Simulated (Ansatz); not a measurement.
A nudged elastic band was laid between two geometries of BH3O3 + CH4 (12 atoms, charge 0, multiplicity 1).

All numbers below come from RKS PBE-D4/STO-3G in Ansatz.

| Property | Result |
| --- | --- |
| movable images | 5 |
| climbing image | yes |
| spring | 5.0 eV/Å² |
| optimiser | quadratic models (default) |
| start path | through a guess of the saddle point |
| force threshold | 0.03 eV/Å |
| iteration limit | 60 |
| end points | relaxed |

First end point:

```xyz
12
Properties=species:S:1:pos:R:3
B -0.063 -1.548 0.464
O 0.718 -0.697 -0.338
O -0.579 -1.088 1.679
O -0.309 -2.857 0.036
H 0.350 1.079 -0.551
C 0.088 2.160 -0.637
H 0.956 -1.229 -1.182
H -0.279 -0.108 1.761
H -0.885 -3.287 0.770
H 0.797 2.767 -0.050
H 0.136 2.475 -1.692
H -0.932 2.333 -0.259
```

Last end point:

```xyz
12
Properties=species:S:1:pos:R:3
B -0.033 -0.210 0.275
O 1.443 -0.732 -0.279
O -0.215 -0.600 1.624
O -0.625 -1.369 -0.640
H 1.670 -0.069 -1.036
C -0.360 1.282 -0.246
H 0.635 -1.459 -0.798
H -0.320 0.259 2.168
H -0.847 -2.099 0.056
H 0.304 2.036 0.218
H -0.253 1.386 -1.342
H -1.398 1.575 -0.001
```

Q: Which bonds break or form, and what moves?

A: Bonds broken: H5–C6. Bonds formed: B1–C6, O2–H5. BH3O3 + CH4 becomes CH7BO3.

Q: Give the energies along the band, and the barrier.

A: The run converged. The highest image is number 4 of 0 to 6, 2.87 eV above the first end and 1.75 eV above the last; the last end lies 1.13 eV above the first. Neighbouring images differ by up to 2.6 eV, so the band resolves the path poorly. A vibrational analysis at the climbing image gives one clearly imaginary mode, 928i cm⁻¹: a first-order saddle point. The orbitals stay closed-shell, which can raise the energy where a bond breaks towards radicals; this wasn't checked here. Limits of this set-up: minimal basis.

```csv
image,path coordinate (Å),energy (eV),H5–C6 (Å),B1–C6 (Å),O2–H5 (Å)
0,0.00,0.00,1.12,3.87,1.83
1,1.10,0.01,1.11,3.68,1.84
2,2.21,0.07,1.11,3.36,1.92
3,3.31,0.28,1.11,2.88,1.84
4,4.41,2.87,1.47,2.01,1.16
5,5.48,1.59,2.22,1.64,1.03
6,6.55,1.13,2.56,1.61,1.03
```

Q: What is the geometry of the highest image?

A: 
```xyz
12
Properties=species:S:1:pos:R:3
B -0.060 -0.638 0.321
O 1.460 -0.624 -0.222
O -0.273 -0.611 1.709
O -0.767 -1.573 -0.458
H 0.968 0.375 -0.553
C -0.220 1.226 -0.421
H 1.400 -1.232 -1.054
H 0.361 0.094 2.100
H -1.600 -1.824 0.083
H 0.156 2.032 0.235
H -0.108 1.571 -1.471
H -1.317 1.203 -0.271
```

The run took 4.5 min on 1 thread of Intel(R) Xeon(R) Platinum 8259CL CPU @ 2.50GHz (Skylake/Cascade Lake) (shared host), peak memory 0.11 GiB.
